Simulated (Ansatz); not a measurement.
Ansatz (a program for electronic structure) input (RPA@PBE/cc-pV(Q+d)Z):
A basis named .json is the Basis Set Exchange file of that set.

Ansatz 0.2 input:
```yaml
crystal:
  periodic: [false, false, false]
  atoms:
    - {symbol: C, position_ang: [-2.37947966, 0.62039422, 0.47867800]}
    - {symbol: C, position_ang: [-1.04680415, 0.22331405, 0.04667437]}
    - {symbol: C, position_ang: [0.03519302, 0.37051156, 1.10161967]}
    - {symbol: C, position_ang: [1.42988444, -0.01733315, 0.65585634]}
    - {symbol: Cl, position_ang: [2.02579702, 1.04823905, -0.68027822]}
    - {symbol: Cl, position_ang: [-1.14802285, -1.60461947, -0.44972021]}
    - {symbol: H, position_ang: [-3.14188016, 0.85250001, -0.25027647]}
    - {symbol: H, position_ang: [-2.67357616, 0.50256658, 1.51299921]}
    - {symbol: H, position_ang: [-0.75439638, 0.68977148, -0.88969999]}
    - {symbol: H, position_ang: [-0.22742377, -0.24091218, 1.96995819]}
    - {symbol: H, position_ang: [0.03764626, 1.41441437, 1.42710545]}
    - {symbol: H, position_ang: [1.46240865, -1.03333443, 0.27408625]}
    - {symbol: H, position_ang: [2.14229847, 0.09214127, 1.46883021]}
basis:
  gaussian:
    orbitals: cc-pV_Q+d_Z.json
hamiltonian:
  xc: pbe
magnetization: {spin_polarized: true, initial_magnetization: 1}
correlation: {method: rpa, electrons: outside_noble_gas}
```

Output:

```
Functional definition: PBE
integrals: 5.27 GiB planned
3277 factors; integrals over basis functions are off by at most 1.1e-3 eV
0.78 GiB of the device are held for the grids
7.33 GiB of device memory are held for the factors and their scratch space
mean field: 8.17 GiB planned
mean field evaluation 1: about -29267.5140 eV, gradient 7.0e1 eV
mean field evaluation 2: about -29267.5092 eV, gradient 7.0e1 eV
mean field evaluation 4: about -29291.4953 eV, gradient 1.9e1 eV
mean field evaluation 8: about -29293.2467 eV, gradient 7.1e-1 eV
mean field evaluation 16: about -29293.2496 eV, gradient 1.2e-3 eV
mean field evaluation 32: about -29264.7443 eV, gradient 6.2e1 eV
mean field -29293.24955668 eV, -1076.5070655304 hartree, gradient 5.2e-6 eV, S^2 0.754272; 2 other end points of the search recorded, 0 dependent functions left out
14 core orbitals not correlated
reference -29240.11804321 eV, -1074.5545184242 hartree; 19, 18 occupied and 525, 526 virtual orbitals, 3277 factors
Total energy: -29291.61650290 eV, -1076.4470519108 hartree
```

It need not be the lowest isomer of its formula.
